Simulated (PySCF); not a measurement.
Exercise with solution: oscillator strength and radiative lifetime

B(F)(H)(SeH) (BFH2Se), SMILES B(F)[SeH].

Geometry: B3LYP-D3(BJ)/def2-TZVP. The values are those of a single conformer.

TDDFT-B3LYP/def2-SVPD in PySCF 2.14.0 puts the first singlet state with f over 0.02 at 5.84 eV (vertical), with the transition dipole (0.317, -0.895, 0.000) in atomic units.

Question: Find the oscillator strength, the wavelength and the radiative lifetime that this transition would have in vacuum if emission retraced absorption.

Answer: 
|μ|² = 0.9015 au, so |μ| = 2.41 D. ΔE = 5.84/27.211 = 0.2146 hartree. f = (2/3) ΔE |μ|² = 0.129 (the program prints 0.129).
λ = 1239.84/5.84 = 212 nm; ν = 47103 cm⁻¹.
Einstein's coefficient A = 0.6670 ν² f s⁻¹ (ν in cm⁻¹) = 1.9e8 s⁻¹, so τ = 1/A = 5.2 ns. This state is S2; the lower singlet has f = 0.016. The figure is the radiative limit of this one transition; relaxation, internal conversion, crossing to triplets and a medium change what is measured.
